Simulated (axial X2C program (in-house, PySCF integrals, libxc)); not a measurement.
Worked dissociation energy of ZrF⁻: CCSD, without spin–orbit coupling

All values were computed with an in-house relativistic program for diatomic molecules. Spin-free means the one-electron spin-free X2C Hamiltonian. Basis: Zr dyall-acv3z [12s13p10d6f3g], F dyall-av3z [7s6p3d2f] (cores contracted in-house); Gaussian nuclei, density fitting, unrestricted open shells. Masses: Zr 89.905 u, F 18.998 u.

Molecular state: M_S = 1, Λ = 0 (beyond evenly filled blocks: δ+α, δ-α).

Correlated methods: 12 electrons correlated (number of frozen shells: Zr 4 s, 3 p, 1 d; F 1 s), 324 virtual spin orbitals or spinors in MP2, 90 natural virtuals in coupled cluster.

- E(Zr) (2M_S = 2, M_L = 2): -3596.282865 hartree
- E(F-) (2M_S = 0, M_L = 0): -99.841205 hartree
- E(ZrF⁻) at Re: -3696.263867 hartree
- ωe: 566.3 cm⁻¹
- ωexe: 2.9 cm⁻¹

Q: Work out De and D0.

A: De = -3596.282865 + (-99.841205) − (-3696.263867) = 0.13980 hartree = 3.804 eV. The zero-point energy is ωe/2 − ωexe/4 = 282 cm⁻¹ = 0.035 eV, so D0 = 3.769 eV.

The state is a single determinant with fixed occupations, the lowest that a limited PBE0 search found. Dissociation energies refer to the lowest single-determinant-based atoms at the same level and basis. CCSD ran in a truncated set of natural virtual spinors with an MP2 remainder; without triples it tends to underbind. PBE0 can misorder states that lie within some tenths of an eV, so this need not be the ground state of the molecule. The nearest other spin-free determinant of the search, M_S = 1, Λ = 3, lies 0.44 eV up at the distance of the search. The outer-core s and p shells of the metal are frozen in the correlated rows, which leaves out core–valence correlation; for alkali and alkaline-earth bonds that tends to lengthen them. The determinant is spin-polarised beyond a pure state at some levels (its spin-free form has ⟨S²⟩ too high), which makes Re and μ there less reliable. The T1 diagnostic is large, a sign of multireference character. With the outer-core shells frozen, correlated bond lengths of heavy atoms tend to come out a few hundredths of an ångström too long.

Each atomic determinant is the lowest at this level and need not be a pure term. Totals compare only within one Hamiltonian and basis.
